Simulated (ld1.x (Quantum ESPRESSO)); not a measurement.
**Plane-wave convergence, TM potential for zinc (Zn)**

ld1.x (Quantum ESPRESSO) 7.5 input, shortened:

```
&input
   title='Zn', zed=30., rel=2, dft='PBE', iswitch=3,
   config='[Ar] 3d10 4s1.75 4p0.25', rel_dist='average'
 /
 &inputp
   pseudotype=2, tm=.true., lloc=2,
   nlcc=.false.
 /
3
4S  1  0   1.75   0.00  1.60  1.60  0.0
3P  2  1   6.00   0.00  0.64  0.64  0.0
3D  3  2  10.00   0.00  0.72  0.72  0.0
 &test
   configts(1)='3p6 3d10 4s1.75 4p0.25'
 /
```

Open shells are filled in proportion to 2j + 1 (rel_dist='average').

Occupied shells without a wave of their own: 4p. They enter only through the test configuration that unscreens the potential.

The pseudo-atom Hamiltonian at the reference potential is diagonalised in spherical Bessel functions j_l(qr) that vanish at 20 bohr, with q² up to the cutoff. All-electron valence levels (Ry): 4s -0.4692, 3p1/2 -6.3254, 4p1/2 -0.1069, 3p3/2 -6.1002, 4p3/2 -0.1023, 3d3/2 -0.8058, 3d5/2 -0.7796.

How do the lowest levels (Ry) of each channel move with the cutoff, and are there ghosts?

| cutoff (Ry) | s #1 | s #2 | p1/2 #1 | p1/2 #2 | p3/2 #1 | p3/2 #2 | d3/2 #1 | d5/2 #1 | f #1 | Σ f·Δε (mRy) |
| --- | --- | --- | --- | --- | --- | --- | --- | --- | --- | --- |
| 8 | -0.6866 | -0.4573 | -1.3388 | -0.0147 | -1.3315 | -0.0146 | 0.0471 | 0.0471 | 0.0984 | 37459.4 |
| 18 | -13.7578 | -0.4631 | -3.3731 | -0.0470 | -3.3295 | -0.0464 | 0.0468 | 0.0468 | 0.0984 | 25378.4 |
| 35 | -30.1240 | -0.4688 | -5.4465 | -0.0847 | -5.3132 | -0.0826 | 0.0466 | 0.0466 | 0.0984 | 13275.1 |
| 55 | -41.0109 | -0.4690 | -6.1469 | -0.1018 | -5.9504 | -0.0981 | 0.0461 | 0.0461 | 0.0984 | 9316.0 |
| 90 | -49.3118 | -0.4692 | -6.3045 | -0.1069 | -6.0808 | -0.1024 | 0.0428 | 0.0428 | 0.0984 | 8444.9 |
| 140 | -53.1374 | -0.4692 | -6.3110 | -0.1070 | -6.0880 | -0.1025 | -0.2372 | -0.2372 | 0.0984 | 5603.1 |
| 230 | -54.0863 | -0.4692 | -6.3244 | -0.1071 | -6.1002 | -0.1026 | -0.7045 | -0.7045 | 0.0984 | 854.3 |
| 400 | -54.1138 | -0.4692 | -6.3250 | -0.1072 | -6.1008 | -0.1026 | -0.7896 | -0.7896 | 0.0984 | 0.0 |

Result: ghost state, extra bound levels that the all-electron valence spectrum of the same l lacks: s at -736.3 eV (a true bound ghost makes a file unfit for plane-wave use); 10 mRy is reached at over 300 Ry and 1 mRy at over 300 Ry.

3 of 7 tests not solved or not reliable.
